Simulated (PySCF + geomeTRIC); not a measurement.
Species: CH5Al, SMILES `[CH3][AlH2]` (charge 0, multiplicity 1).

Q: Give a relaxed geometry from M06-2X/def2-TZVP (PySCF + geomeTRIC).

A: the end point of this relaxation (outside a Z-matrix the atoms follow the SMILES, hydrogens last).
Cartesian coordinates (Å) in one orientation:
```xyz
7

C     -0.895    -0.048     0.018
Al     1.049     0.054    -0.050
H     -1.372     0.815    -0.450
H     -1.221    -0.058     1.063
H     -1.284    -0.956    -0.444
H      1.779     1.453     0.008
H      1.922    -1.259    -0.134
```
